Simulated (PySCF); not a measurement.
C₆H₁₈Si₄.
Numbering: `[CH2:1]=[CH:2][CH2:3][Si@@H:4]1[SiH2:5][SiH2:6][Si@@H:7]1[CH2:8][CH2:9][CH3:10]`

Cartesian coordinates in Å at the PBE0-D3(BJ)/def2-SVP level; atoms count from 1:
```
atom  x, y, z in Å
C1     3.6262    2.1145    0.5586
C2     2.9630    1.5653    1.5803
C3     1.5076    1.2420    1.5922
Si4    1.2231   -0.6310    1.3429
Si5    1.8001   -1.3085   -0.8521
Si6   -0.4859   -1.7776   -1.2912
Si7   -1.0526   -1.1818    0.9361
C8    -2.2389    0.2923    1.0648
C9    -3.6396    0.0199    0.5193
C10   -4.5635    1.2254    0.6087
H11    4.7035    2.2903    0.6067
H12    3.1137    2.4084   -0.3633
H13    3.5251    1.2804    2.4789
H14    0.9752    1.7714    0.7849
H15    1.0351    1.5296    2.5468
H16    1.9062   -1.3942    2.4375
H17    2.3682   -0.2085   -1.6964
H18    2.6997   -2.5015   -0.9474
H19   -0.7790   -3.1928   -1.6835
H20   -1.0901   -0.8670   -2.3191
H21   -1.5665   -2.3409    1.7380
H22   -1.7794    1.1415    0.5282
H23   -2.2900    0.5967    2.1257
H24   -3.5640   -0.3097   -0.5322
H25   -4.0864   -0.8298    1.0644
H26   -4.1591    2.0790    0.0410
H27   -4.6898    1.5542    1.6528
H28   -5.5631    1.0002    0.2062
```

NICS is the negative of the GIAO shielding at a point without a nucleus: at the ring centre (0) and 1 Å above and below it (1); zz is the component along the ring normal. Level: GIAO PBE/pcSseg-1 (PySCF, non-relativistic, gas phase) on the PBE0-D3(BJ)/def2-SVP geometry, one conformer.

Ring bond lengths (Å): Si4–Si5 2.368, Si5–Si6 2.375, Si6–Si7 2.374, Si7–Si4 2.377.

Task: What do the NICS probes read (ppm)?

Result: 
```
           ring                                                type  NICS(0)  NICS(1), two faces  NICS(1)zz, two faces  rms pucker (Å)  centre to ring atoms, mean (Å)
Si4–Si5–Si6–Si7  4-membered ring with 4 Si; formal bonds all single      2.6          -0.8 / 0.0             7.0 / 9.2            0.02                            1.68
```

Task: What do they say, and how far can they be read as aromaticity?

Result: 
- Si4–Si5–Si6–Si7: mean NICS(1)zz 8.1 ppm, deshielded. Si4, Si5, Si6, Si7 have four or more neighbours, so the value isn't read as a sign of a π ring current.

Task: What field does 14.1 T along the ring normal induce along that normal at the first NICS(1) probe listed for ring Si4–Si5–Si6–Si7, 1 Å off the ring?

Result: NICSzz × B0 = 7.0 ppm × 14.1 T = 99 μT, along the applied field.

Task: Give the inner angles of the rings.

Result: 
- Si4–Si5–Si6–Si7: Si4 90.5°, Si5 89.6°, Si6 90.4°, Si7 89.4°; sum 359.9° against 360° for a flat convex ring.

Task: How do the values depend on the level or the medium?

Result: 
| level | NICS(0), Si4–Si5–Si6–Si7 | mean NICS(1)zz, Si4–Si5–Si6–Si7 |
| --- | --- | --- |
| PBE/pcSseg-1, gas | 2.6 | 8.1 |
| PBE0/pcSseg-1, gas | 2.7 | 7.8 |

The geometry is the same throughout.

On Arm Neoverse V1, one thread, shared host, this took 2.1 min wall and 1.2 GiB of memory at its peak. This is the whole shielding run at PBE/pcSseg-1, SCF included.
